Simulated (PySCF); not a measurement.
Compound: C₆H₉Si₂ (doublet state).
Geometry (GFN2-xTB, Å), atoms numbered from 1 in this order:
```
atom  x, y, z in Å
Si1   -3.4408   -0.2607   -0.1496
C2    -1.6171   -0.1241   -0.0721
C3    -0.9245    0.8729   -0.7854
C4     0.4447    0.9681   -0.7247
C5     1.2107    0.0856    0.0433
Si6    3.0782    0.2423    0.1418
C7     0.5237   -0.9044    0.7528
C8    -0.8450   -1.0121    0.7011
H9    -4.1373   -1.2912    0.5934
H10   -4.2171    0.6622   -0.9528
H11   -1.4845    1.5730   -1.3917
H12    0.9468    1.7444   -1.2869
H13    3.5845    0.8040   -1.1134
H14    3.4617    1.1286    1.2483
H15    3.6657   -1.0811    0.3683
H16    1.0875   -1.6044    1.3554
H17   -1.3442   -1.7911    1.2626
```

As a line formula: `[SiH2]c1ccc(cc1)[SiH3]` [radical].

Method used: PySCF 2.14.0, UKS B3LYP, pcH-1 on C H Si, non-relativistic, mean-field spin-orbit, GIAO. Isolated species at its GFN2-xTB geometry, gas phase. Couplings are sensitive to structure, and on GFN2-xTB geometries they can be far from those on DFT ones, by a factor of two or more for some ions and for spin on atoms past the first row. Stability of the SCF solution: not tested.

Problem. Give the isotropic g value and a_iso(29Si) at Si1.

Solution. g_iso = 2.00362 and a = -133.19 MHz, or -4.749 mT (Mulliken spin population +0.97). 29Si makes up about 4.7 % of the natural element, so this concerns labelled samples or satellites.

Problem. Take this nucleus alone (I = 1/2, g_N = -1.1106) with S = 1/2. Where do its 2 lines fall at 9.543 GHz to first order, to second order and exactly?

Solution. First order: B = B0 − a·mI with B0 = 340.297 mT. Second order subtracts a²[I(I+1) − mI²]/(2B0). The exact fields come from the Breit–Rabi levels of H = g μB B Sz − g_N μN B Iz + a S·I.

| mI | first order (mT) | second order (mT) | exact (mT) | exact − first order |
| --- | --- | --- | --- | --- |
| −1/2 | 337.922 | 337.906 | 337.906 | -0.017 |
| +1/2 | 342.672 | 342.655 | 342.655 | -0.016 |

Problem. Someone takes the midpoint and the distance of the outer exact lines at face value. What g and a result?

Solution. Their midpoint, 340.280 mT, gives an apparent g of 2.00372 (true 2.00362), and their distance over 2I an apparent |a| of 4.750 mT (true 4.749).

Other couplings of abundant isotopes, left aside here: 2 × 1H 49 MHz, 2 × 1H 8 MHz, 3 × 1H 6 MHz, 2 × 1H 3 MHz.

Nuclei that the bonding pattern makes equivalent are averaged, as if the motion that swaps them (rotation, inversion, ring flip) were fast. The three 1H nuclei of mean +5.9 MHz run from 2.7 to 12.3 MHz in the frozen geometry.
